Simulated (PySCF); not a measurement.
B(Cl)(F)(SeH) (BClFHSe), SMILES FB(Cl)[SeH]. Atoms are numbered in the order given.

```xyz
5

B     -0.4545     0.5880     0.0000
Cl     0.6686     1.9328     0.0000
F     -1.7483     0.8389     0.0000
Se     0.2280    -1.2211     0.0000
H     -1.1112    -1.8302     0.0000
```

Geometry: PBE0-D3(BJ)/def2-SVP. One conformer was computed; it need not be the lowest.

These are PBE/def2-TZVPD (PySCF) values and carry that method's errors.

Symmetry labels are those of the subgroup Cs that the program uses (full group Cs).

Computed valence orbital energies around the gap with their symmetry:
| orbital | symmetry | energy (eV) |
|---|---|---|
| HOMO−7 | A' | -12.09 |
| HOMO−6 | A" | -11.70 |
| HOMO−5 | A' | -11.62 |
| HOMO−4 | A' | -9.87 |
| HOMO−3 | A" | -8.75 |
| HOMO−2 | A' | -8.44 |
| HOMO−1 | A' | -8.09 |
| HOMO | A" | -6.73 |
| LUMO | A" | -1.83 |
| LUMO+1 | A' | -1.19 |
| LUMO+2 | A' | -0.63 |
| LUMO+3 | A' | 0.09 |
